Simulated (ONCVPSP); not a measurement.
## Before and after: ONCV potential for Lu

lutetium, optimised norm-conserving Vanderbilt (ONCV), made with ONCVPSP 4.0.1 (PBE, scalar-relativistic). Core [Kr] 4d10, reference 4f13.5 5s2 5p6 5d1.5 6s2. Waves: 5s+6s: rc 2.15 bohr, ncon 4, nbas 9, qcut 7.4 1/bohr, 2 projectors; 5p: rc 2.30 bohr, ncon 3, nbas 6, qcut 5.2 1/bohr, 2 projectors, debl 2.8 Ha; 5d: rc 2.50 bohr, ncon 4, nbas 9, qcut 7.3 1/bohr, 1 projector; 4f: rc 0.65 bohr, ncon 4, nbas 9, qcut 29.4 1/bohr, local. Local part: the f channel. Core correction: Teter function, fcfact 1.75, rcfact 1.05.

All-electron outer shells of the reference configuration (PBE, scalar-relativistic, ld1.x):

| shell | level (eV) | outermost node (bohr) | outermost maximum (bohr) |
| --- | --- | --- | --- |
| 4d | -195.90 | 0.23 | 0.48 |
| 5s | -63.14 | 0.57 | 1.04 |
| 5p | -33.30 | 0.61 | 1.19 |
| 4f | -13.13 | – | 0.47 |
| 6s | -4.86 | 1.40 | 3.00 |
| 5d | -2.28 | 0.68 | 1.75 |

Change: all radii but the core radius scaled by about 0.92 (s 1.98, p 2.10, d 2.30, f 0.60 bohr).

Cutoffs: the cutoffs (Ha) at which the residual kinetic energy of the hardest occupied pseudo-wave falls to 1 and 0.1 mHa per electron; they do not see the model core or the augmentation charge, which bear on the density cutoff. Errors are all-electron minus pseudo energies relative to the spin-unpolarised reference configuration.

Task: How do hardness, ghosts and transferability respond?

Result: The potential gets neither clearly harder nor softer (324 Ha and 361 Ha → 346 Ha and 384 Ha); both files keep a bound ghost (d, p, s); of the 4 tests that both files solve, the error grows in 3 and shrinks in 0 by more than 15 % and 0.3 meV (median size 32.0 → 40.8 meV). That the errors move this way runs against the usual rule that smaller radii transfer better.

| quantity | base | changed |
| --- | --- | --- |
| cutoff, loose | 324 Ha | 346 Ha |
| cutoff, tight | 361 Ha | 384 Ha |
| loose cutoff by channel | s 14 Ha, p 9.4 Ha, d 12 Ha, f 324 Ha | s 16 Ha, p 9.6 Ha, d 12 Ha, f 346 Ha |
| bound ghosts | s, p, d | s, p, d |
| GHOST(+) flags under 300 eV | none | p at 135.1 eV |
| error for 4f14 5s2 5p6 5d1 6s2, meV [ΔE -4.70 eV] | -46 | -51 |
| error for 4f14 5s2 5p6 5d1 6s1, meV [ΔE 2.67 eV] | -36 | -44 |
| error for 4f14 5s2 5p6 5d1 6s0, meV [ΔE 15.95 eV] | -27 | -38 |
| error for 4f14 5s2 5p6 5d2 6s1, meV [ΔE -1.69 eV] | -24 | -31 |
| rms error of d²Exc/dni dnj with the model core, mHa | 3.97 | 3.84 |

 A true bound ghost makes a file unfit for plane-wave use even where its test errors are small: the radial tests pick states by their node count and pass the ghost by.
